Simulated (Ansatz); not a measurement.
Cost and result up the ladder for Sn₂₇H₃₄, a nanocrystal cut from hexagonal tin (61 atoms). Total charge 0; singlet. Geometry: r2SCAN-D4/def2-SVP.

Cartesian coordinates in Å:
```
Sn -1.354 3.573 3.864
Sn -3.246 1.913 2.640
Sn -4.315 3.032 0.294
Sn -1.110 -1.784 4.407
Sn -2.059 -0.570 2.049
Sn -3.946 -2.234 0.787
Sn -3.597 1.463 -1.918
Sn -4.986 -0.935 -1.478
Sn -2.747 -4.688 0.173
Sn 0.805 3.996 2.133
Sn 0.048 5.276 -0.252
Sn 2.916 0.290 3.907
Sn 1.658 -2.186 4.270
Sn 2.016 1.526 1.541
Sn 0.115 -0.151 0.294
Sn 0.470 3.555 -2.428
Sn -0.813 1.070 -2.091
Sn 2.230 -3.821 2.070
Sn 1.316 -2.635 -0.317
Sn -0.589 -4.287 -1.565
Sn -0.229 -0.599 -4.284
Sn -1.371 -3.148 -4.012
Sn 4.167 1.939 -0.227
Sn 3.264 3.307 -2.511
Sn 5.345 -0.525 -0.840
Sn 3.470 -2.198 -2.075
Sn 2.514 -1.150 -4.501
H -2.065 5.070 4.333
H -0.779 2.804 5.296
H -4.546 1.631 3.744
H -6.035 3.033 0.414
H -3.823 4.671 0.122
H -1.499 -0.788 5.759
H -1.918 -3.288 4.640
H -5.243 -2.503 1.898
H -4.152 2.208 -3.376
H -6.640 -0.551 -1.186
H -4.945 -1.975 -2.848
H -2.164 -5.403 1.629
H -3.893 -5.772 -0.516
H 1.979 4.985 2.929
H -1.579 5.824 -0.160
H 1.039 6.669 -0.470
H 2.594 1.323 5.248
H 4.625 0.082 3.829
H 2.222 -2.930 5.724
H -0.101 4.293 -3.883
H 1.485 -5.362 2.264
H 3.928 -4.093 1.958
H 0.161 -5.810 -1.892
H -0.798 0.152 -5.733
H -3.086 -3.112 -4.147
H -0.786 -4.138 -5.296
H 5.330 2.936 0.575
H 3.944 4.890 -2.514
H 3.808 2.524 -3.943
H 5.877 -1.268 0.621
H 6.727 -0.309 -1.845
H 4.209 -3.727 -2.400
H 3.423 0.234 -4.968
H 2.727 -2.331 -5.738
```

Ansatz on 11 threads of AMD EPYC 7R13 on a shared host and a whole NVIDIA H100 80GB HBM3. Times are rough, and most runs start from the orbitals of an earlier one. No level here is sound enough to serve as a yardstick. Binding counts from free atoms at the same level (Sn triplet, H doublet; other spins of the atoms weren't run), without zero-point energy or a counterpoise term.

In the def2 sets Sn takes a core potential; there is no spin–orbit coupling. B3LYP takes the VWN-RPA correlation. Correlated methods freeze 108 core orbitals; core or outer-core shells of Sn are correlated, in sets that lack core-valence functions. The rows differ in basis, and correlated rows in double-zeta sets carry the largest basis error. Single mean-field runs in def2-SVP, def2-TZVP are fitted with def2-universal-jkfit.

Correlated methods converge slowly with the basis, most of all in double-zeta sets.

```json
{"level": "r2SCAN-D4/def2-SVP", "functions": "872", "wall time": "8 s"}
{"level": "PBE-D4/def2-SVP (with forces)", "functions": "872", "wall time": "9 s"}
{"level": "PBE0-D4/def2-SVP", "functions": "872", "wall time": "11 s"}
{"level": "PBE-D4/def2-TZVP", "functions": "1554", "wall time": "13 s"}
{"level": "B3LYP-D4/def2-SVP (with forces)", "functions": "872", "wall time": "15 s"}
{"level": "PBE0-D4/def2-TZVP", "functions": "1554", "wall time": "22 s"}
{"level": "MP2/def2-SVP", "functions": "872", "wall time": "23 s"}
```

(1) Estimate what each level gives for the binding energy per atom (eV).

## Answers

(1) 
```csv
level,binding energy per atom (eV)
r2SCAN-D4/def2-SVP,2.48
PBE-D4/def2-SVP (with forces),2.49
PBE0-D4/def2-SVP,2.49
PBE-D4/def2-TZVP,2.50
B3LYP-D4/def2-SVP (with forces),2.47
PBE0-D4/def2-TZVP,2.50
MP2/def2-SVP,2.31
```
